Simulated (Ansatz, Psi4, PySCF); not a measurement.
boron monoxide dimer (B2O2), singlet, geometry from GFN2-xTB. Base run: PySCF with CCSD(T)/cc-pVDZ.

Here is a job for PySCF.
```python
from pyscf import gto, scf, cc

mol = gto.Mole()
mol.atom = '''
    O    -0.000000   -0.000000   -1.997373
    B    -0.000000   -0.000000   -0.809405
    B     0.000000    0.000000    0.809405
    O     0.000000    0.000000    1.997373
'''
mol.basis = 'cc-pvdz'
mol.charge = 0
mol.spin = 0
mol.verbose = 4
mol.build()

mf = scf.RHF(mol)
mf.kernel()

mycc = cc.CCSD(mf)
mycc.kernel()
et = mycc.ccsd_t()
print('E(CCSD(T)) = %.10f' % (mycc.e_tot + et))
```

The same geometry, method and basis name were run in Ansatz (an electronic-structure program) and Psi4 and PySCF, at each program's defaults and at the settings that a row names. The base is PySCF at its defaults. Differences at the defaults can come from grids, fitting, cores and function types together.

```tsv
code and settings	ΔE vs base (mEh)	basis functions	E (Eh)	SCF cycles
PySCF, defaults (exact integrals, spherical functions, all electrons correlated)	0.000	56	-199.75118	9
Psi4, defaults (exact integrals, spherical functions, all electrons correlated)	0.000	56	-199.75118	10
Ansatz, defaults (factorised integrals, spherical functions, frozen core)	7.781	56	-199.74340	-
PySCF, frozen core	7.779	56	-199.74340	9
Psi4, exact integrals, spherical functions, frozen core	7.779	56	-199.74340	10
Ansatz, high accuracy, frozen core	7.779	56	-199.74340	-
```
